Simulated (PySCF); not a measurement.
VOCl2, SMILES [V]([Cl])(=[O])[Cl] (connectivity only; charge and spin as stated), neutral, multiplicity 2.

Geometry: PBE-D3(BJ)/def2-SVP. The multiplicity is an assumed one; other spin states were not compared. The isomer is the one that the SMILES or the coordinates give; other isomers of the formula were not compared.

Method: PySCF with PBE-D3(BJ)/def2-SVP.

Frequencies are harmonic and unscaled.

```tsv
mode	ν (cm⁻¹)	IR (km/mol)	moving atoms (share of kinetic energy)
1	36	27.0	V 58 %, O 27 %, Cl 16 %
2	115	1.4	Cl 68 %, V 24 %, O 8 %
3	224	0.2	O 70 %, Cl 27 %
4	379	13.5	Cl 81 %, V 14 %
5	513	105.1	V 59 %, Cl 38 %
6	1106	144.9	O 75 %, V 25 %
```
